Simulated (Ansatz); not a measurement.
Gas-phase electronic energies from Ansatz, PBE0-D4/def2-TZVP geometries. CCSD(T)/CBS adds triple-zeta CCSD(T) − MP2 to the extrapolated MP2 energy (def2 sets, frozen cores). This one scheme is used for every species. Functionals use def2-TZVPP. def2 core potentials past Kr. For In outer-core shells are correlated without core-valence functions, which leaves a few kJ/mol of doubt a bond.

Reaction (hydrogenolysis of a C–F bond): `F[CH](F)[InH2]` + H₂ → `F[CH2][InH2]` + H–F

`F[CH](F)[InH2]`:

```xyz
7

F    -1.783   -0.182   -0.663
C    -0.907    0.108    0.351
F    -1.094   -0.839    1.325
In    1.169   -0.014   -0.411
H    -1.227    1.065    0.779
H     2.175    1.382   -0.310
H     1.666   -1.519   -1.072
```

H₂:

Cartesian coordinates in Å:
```
H -0.017 -0.363 0.085
H 0.017 0.363 -0.085
```

`F[CH2][InH2]`:

Z-matrix (Å, degrees):
```
C
In 1 2.180
F 1 1.391 2 112.0
H 1 1.095 2 110.7 3 120.6
H 1 1.095 2 110.7 3 -120.6
H 2 1.729 1 118.1 3 -179.6
H 2 1.721 1 120.0 3 0.4
```

H–F:

Z-matrix (Å, degrees):
```
F
H 1 0.920
```

CCSD(T)/CBS gives -83.7 kJ/mol.

Problem. Another level gave -68.1 kJ/mol. Which?
A. PBE0/def2-TZVPP
B. r2SCANh-D4/def2-TZVPP
C. BLYP-D4/def2-TZVPP
D. HF/def2-TZVPP

Solution. B. r2SCANh-D4 -68.1, BLYP-D4 -60.8, HF/def2-TZVPP -80.4, PBE0 -76.0 kJ/mol.

Problem. What do rigid-rotor, harmonic-oscillator terms from PBE0-D4/def2-TZVP frequencies (298.15 K, 1 bar) make of the CCSD(T)/CBS value? (Best estimate.)

Solution. Computed: ΔZPE = +17.6 kJ/mol, ΔH = -68.2 kJ/mol, ΔS = 12 J/(mol·K), ΔG = -71.9 kJ/mol. Modes under 50 cm⁻¹ make the entropy rough.

Largest T1 diagnostic among the species: 0.014.

From r2SCAN to r2SCAN0 (25 % exact exchange), in def2-TZVPP and without D4, ΔE moves by −9.2 kJ/mol. Leaving LDA and LC-ωPBE aside and taking each functional with its dispersion term where it has one, the values, not all of them listed here, spread over 21.6 kJ/mol, from PBE-QIDH to BLYP-D4. At CCSD(T), def2-SVP lies +22.2 kJ/mol from the extrapolated value and def2-TZVPP +3.9 kJ/mol.
